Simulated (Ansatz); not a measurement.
Reaction (formal exchange of groups at the Al–C bond): `CO[CH2][AlH][OH]` + `C=CS` → `C=[C](S)[AlH][OH]` + `COC`

Program: Ansatz. Geometries: PBE0-D4/def2-TZVP. ΔE: electronic, gas phase. CCSD(T)/CBS adds triple-zeta CCSD(T) − MP2 to the extrapolated MP2 energy (def2 sets, frozen cores). This one scheme is used for every species. Functionals use def2-TZVPP. One conformer a species, not always the lowest.

```
             level  ΔE (kJ/mol)  difference from CCSD(T)/CBS
         revPBE-D4        -37.7                          4.7
        r2SCAN0-D4        -42.3                          0.1
           ωB97M-V        -38.2                          4.2
            revPBE        -36.8                          5.6
              BLYP        -36.1                          6.3
            r2SCAN        -40.2                          2.2
           LC-ωPBE        -37.8                          4.6
       HF/def2-SVP        -47.7                         -5.3
SCS-MP2/def2-TZVPP        -45.2                         -2.8
    CCSD/CBS(def2)        -42.1                          0.3
       CCSD(T)/CBS        -42.4                            0
```

Largest T1 diagnostic among the species: 0.013.

Leaving LDA and LC-ωPBE aside and taking each functional with its dispersion term where it has one, the values, not all of them listed here, spread over 7.6 kJ/mol, from BHLYP-D4 to PBE-D4. From BLYP to BHLYP (50 % exact exchange), in def2-TZVPP and without D4, ΔE moves by −6.4 kJ/mol.
